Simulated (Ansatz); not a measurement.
Reactions of `COC1=CC1`.

Isolated molecules relaxed with PBE0-D4/def2-TZVP in Ansatz; ΔE leaves out vibrations. CCSD(T)/CBS adds triple-zeta CCSD(T) − MP2 to the extrapolated MP2 energy (def2 sets, frozen cores). This one scheme is used for every species, atoms too. No spin–orbit coupling; open shells (•) take unrestricted orbitals. Spin–orbit coupling would lower the free atoms: a little for C, O. One conformer a species, not always the lowest.

| reaction | HF/CBS(def2) (kJ/mol) |
| --- | --- |
| `COC1=CC1` → `C#CCOC` | -75 |
| `COC1=CC1` → `CC1(O)C=C1` | -50 |
| `COC1=CC1` → `CC1=C(O)C1` | -47 |
| `COC1=CC1` → `CC1=COC1` | -104 |
| `COC1=CC1` + H₂S → `SC1=CC1` + CH₃OH | -10 |
| `COC1=CC1` → `[CH2]` (triplet) + `OC1=CC1` | 260 |
| `COC1=CC1` + `N[SiH](N)[SiH3]` → `CN[SiH](N)[SiH3]` + `OC1=CC1` | 9 |
| `COC1=CC1` + silanol → `[SiH3]OC1=CC1` + CH₃OH | 20 |
| `COC1=CC1` → 4 C• + 6 H• + O• | 3197 |
| `COC1=CC1` + `C[SiH](S)S` → `CS[SiH](C)S` + `OC1=CC1` | -13 |

Task: Give the CCSD(T)/CBS values in the same order. (Best estimate.)

Result: Computed: -59, -65, -55, -115, -21, 396, 2, 20, 4465, -29 kJ/mol.

Largest T1 diagnostic: 0.013, for `CC1=COC1`.
